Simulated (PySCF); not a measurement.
## [Lu(SH)4]− at several levels of theory

Computed with PySCF 2.14.0 (density fitting, no spin-orbit coupling) at the geometry relaxed with TPSS:

```xyz
9
[Lu(SH)4]− (singlet in the valence; each metal's 4f electrons, 14 of them, lie in its core potential, out of spins and levels)
Lu    0.0000    0.0000    0.0000
S     1.4287    1.5727    1.5177
H     1.8516    0.4996    2.2400
S    -1.4287   -1.5727    1.5177
H    -1.8516   -0.4996    2.2400
S     1.5727   -1.4287   -1.5176
H     0.4996   -1.8516   -2.2400
S    -1.5727    1.4287   -1.5176
H    -0.4996    1.8516   -2.2400
```

| level | basis | state | HOMO (eV) | gap (eV) | charge on Lu1 (e) | population of f-type functions on Lu1 (polarisation alone where 4f lies in the core) | dipole about the centre of mass (D) | largest force component (eV/Å) |
| --- | --- | --- | --- | --- | --- | --- | --- | --- |
| TPSS | Lu lcecp-1-SVP with ECP60, S def2-SVP, H def2-SVP | singlet | -1.97 | 4.75 | 0.50 | 0.03 | 0.00 | 0.00 |
| PBE | the same | singlet | -1.81 | 4.40 | 0.33 | 0.03 | 0.00 | 0.11 |
| TPSS | Lu lcecp-1-TZVP with ECP60, S def2-TZVP, H def2-TZVP | singlet | -2.19 | 4.78 | 1.12 | 0.03 | 0.00 | 0.20 |

In the lcecp rows the 4f levels are missing from HOMO and gap, and the state counts the valence alone.

Charges are Mulliken's, which hang on the basis. The relaxation used the grid (50, 194), these runs (75, 302) or, all-electron (x2c bases, spin-free X2C Hamiltonian), (99, 590).

**Question.** A further run in the first row's basis gives HOMO (eV) -2.72, gap (eV) 5.77, charge on Lu1 (e) 0.43, population of f-type functions on Lu1 (polarisation alone where 4f lies in the core) 0.03, dipole about the centre of mass (D) 0.00, largest force component (eV/Å) 0.07. Which level was it?
A. HF
B. r2SCAN
C. B3LYP

**Answer.** C. The others give HOMO -2.18 eV (r2SCAN); -5.84 eV (HF).

In the first row's basis the gap widens with exact exchange: 4.4 to 5.1 eV for PBE, TPSS, r2SCAN (none); 5.8 eV for B3LYP (a fixed share); 11.3 eV for Hartree–Fock (rising or full at long range).

No frequency check is given that shows the relaxed geometry to be a minimum. An lcecp potential fixes the number of 4f electrons, so in runs with it no electron can move into or out of that shell.
